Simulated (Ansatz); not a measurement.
Born–Oppenheimer molecular dynamics of F4H2O2W (9 atoms, charge 0, multiplicity 1). It starts from a relaxed structure.

The calculation used RKS PBE-D4/def2-SVP (Ansatz).

```
ensemble        : NVT, Nosé–Hoover chain
time step       : 0.5 fs
steps asked     : 150
set temperature : 300 K
thermostat      : time constant 100 fs, chain length 3 (defaults)
masses          : H 3.016 u
seed            : 160626
```

First frame:

```xyz
9
Properties=species:S:1:pos:R:3
W -0.195 -0.105 0.123
O -0.193 -0.242 2.004
H 0.560 -0.308 2.619
F 1.682 0.007 0.291
F -0.196 1.781 0.139
O -2.050 -0.043 0.003
H -2.858 0.493 -0.067
F -0.151 -1.971 -0.072
F 0.124 -0.020 -1.729
```

**Question.** How far do the bonds stretch over the last three quarters of this one trajectory? (Pairs bonded in most of those frames.)

**Answer.** 
```tsv
bond	mean (Å)	spread (Å)	shortest	longest
W1–O2	1.890	0.008	1.87	1.90
W1–F4	1.897	0.041	1.84	1.95
W1–F5	1.888	0.007	1.88	1.90
W1–O6	1.868	0.007	1.85	1.88
W1–F8	1.879	0.016	1.85	1.90
W1–F9	1.877	0.027	1.84	1.92
O2–H3	0.977	0.030	0.93	1.02
O6–H7	0.973	0.007	0.96	0.99
```

Mean temperature of the second half: 153 K. The conserved energy stayed within 0.075 meV per atom of its start (net change 0.053 meV per atom), so the integration is sound. The mean temperature of the second half is 49 % below the set value. A run of 0.075 ps of so small a system gives no equilibrium averages.

Run time: 7.7 min on 2 threads of Arm Neoverse V1 (shared host), peak memory 0.18 GiB.
